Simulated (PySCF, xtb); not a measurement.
Ta(S)(F)2(OH) (F₂HOSTa), SMILES [OH][Ta]([F])([F])=[S], multiplicity 1.

GFN2-xTB run with xtb 6.7.1 at its own geometry gives an orbital gap of 2.26 eV and a dipole moment of 6.70 D.

Geometry optimised at B3LYP-D3(BJ)/def2-SVP. The multiplicity is an assumed one; no other spin state was optimised. The structure was generated by enumeration; whether it is a known compound was not checked. The def2 effective core potentials stand for the cores of Ta; spin–orbit coupling is left out. Other conformers were not sampled.

Task: What does PySCF with ωB97X/def2-TZVP give? (Estimate from the structure and the level; the computed values follow.)

Result: gap 10.46 eV (levels -10.26 and 0.19 eV), dipole 2.90 D.
